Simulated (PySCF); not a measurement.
C₂H₈AlNO. Atoms are numbered in the order given.

```xyz
13

Al    -0.0886     0.0374     0.5327
C      0.1827    -0.9669    -1.1208
C      0.3679    -0.1125    -2.3765
H     -0.6967    -1.6270    -1.2445
H      1.0358    -1.6569    -0.9899
H      1.2744     0.5116    -2.3156
H     -0.4781     0.5763    -2.5262
H      0.4595    -0.7242    -3.2898
O     -0.9541     1.5070     0.4221
H     -1.1723     2.1115     1.1311
N      0.5168    -0.5393     2.0996
H      0.3914    -0.0897     2.9991
H      1.0495    -1.3934     2.2204
```
Charge 0, spin multiplicity 1.

Geometry: PBE0-D3(BJ)/def2-SVP. The structure was generated by enumeration; whether it is a known compound was not checked. Other conformers were not sampled.

These are PySCF with PBE/pcSseg-1 values and carry that method's errors.

GIAO shieldings, no solvent; atoms listed in one row are averaged. δ = σ(ref) − σ: ¹³C against TMS (σ = 182.0 ppm); ¹H against TMS (σ = 31.49 ppm); ¹⁷O against H2O (σ = 334.3 ppm); ¹⁵N against NH3 (σ = 267.0 ppm), references at their B3LYP-D3(BJ)/def2-TZVP geometries, non-relativistic.

Computed chemical shifts:
```
nucleus       atoms  count  δ (ppm)
-------  ----------  -----  -------
¹³C              C3      1     13.1
¹³C              C2      1     -0.7
¹H              H10      1     1.52
¹H       H6, H7, H8      3     1.48
¹H               H4      1     0.64
¹H         H12, H13      2     0.59
¹H               H5      1     0.32
¹⁷O              O9      1     31.0
¹⁵N             N11      1     28.0
```
